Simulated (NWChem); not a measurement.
System: C$_{2}$H$_{6}$ClSi cation

Here is an NWChem input.

```
start job
memory heap 200 mb stack 900 mb global 1100 mb
charge 1
geometry units angstroms noautoz
  C     -0.008344    -1.616755    -1.243122
  Si     0.000000     0.000000    -0.403200
  C      0.008344     1.616755    -1.243122
  Cl     0.000000     0.000000     1.588396
  H      0.525127    -1.558404    -2.205756
  H     -1.060990    -1.882180    -1.461615
  H      0.416783    -2.409733    -0.609858
  H     -0.416783     2.409733    -0.609858
  H      1.060990     1.882180    -1.461615
  H     -0.525127     1.558404    -2.205756
end
basis spherical
  C library sto-3g
  Si library sto-3g
  Cl library sto-3g
  H library sto-3g
end
dft
  xc xpbe96 cpbe96
  iterations 150
  mulliken
end
task dft energy
```

All runs use the structure optimised with PBE0/def2-SVP.

### Question
Give the results of this calculation. (PBE/STO-3G.) Quantities: basis functions; energy (Ha); highest occupied level (eV); orbital gap (eV).

### Answer
```json
{
 "number_of_basis_functions": "34",
 "energy (Ha)": "-819.56",
 "highest occupied level (eV)": "-12.07",
 "orbital gap (eV)": "4.47"
}
```
